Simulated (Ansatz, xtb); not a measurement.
Breaking the Sn1–H2 bond in BrHSn (SMILES [Br][SnH]) (multiplicity 1 held, fragments rigid). Energies count from the point at 1.785 Å.
Geometry at that point (charge 0, multiplicity 1):
```xyz
3

Sn    -0.57961    -0.48360     0.71178
H     -1.73459    -1.05599    -0.52275
Br     0.87757     0.72103    -1.00189
```

R- and RO- levels are restricted; in cc, def2 and unpolarised 6-31G sets they are followed outwards from rest. Unrestricted levels (U-) break spin symmetry where that is lower. Active spaces are followed from a long bond inwards. Left out are points that failed, MP2 points that dive below the minimum, coupled-cluster points behind a jump of the amplitudes or a sharp parting from full CI or MRCI, small-basis points behind a change of solution, and semi-empirical points at long bonds. Curves can end on different states.

Cores are frozen in the correlated methods. Filled d and f shells under p-block atoms count as core.

Run with Ansatz (Gaussian orbitals); xtb for the GFN methods.  In def2 rows elements past Kr take small-core potentials, without spin–orbit coupling. The GFN methods have no spin term and hold the electronic entropy of 300 K.

Energies in kJ/mol.

```tsv
R (Å)	GFN2-xTB	R-MP2/def2-SVP	U-SCS-MP2/def2-SVP	R-CCSDT/def2-SVP	CASSCF(2,2)/def2-SVP	FIC-MRCISD+Q on CASSCF(2,2)/def2-SVP
1.428	120	112	116	115	120	114
1.606	27	20	21	22	25	22
1.785	0	0	0	0	0	0
1.963	-1	16	15	13	10	13
2.142	11	49	48	42	36	42
2.410	45	109	129	94	84	94
2.677	86	170	190	142	130	142
3.123	153	256	229	201	186	201
3.570	222	317	240	232	215	231
4.105	305	361	244	246	228	245
4.819	372	374	245	252	232	250
5.712	left out	342	246	253	233	251
```

Doubts at one or more of the structures used: a restricted determinant that unrestricted orbitals would lower (R-MP2/def2-SVP, R-CCSDT/def2-SVP); a spin-contaminated determinant (U-SCS-MP2/def2-SVP); other coupled-cluster roots lie near (R-CCSDT/def2-SVP); T1 above 0.05 (R-CCSDT/def2-SVP).

Ansatz is a quantum-chemistry and plane-wave program.
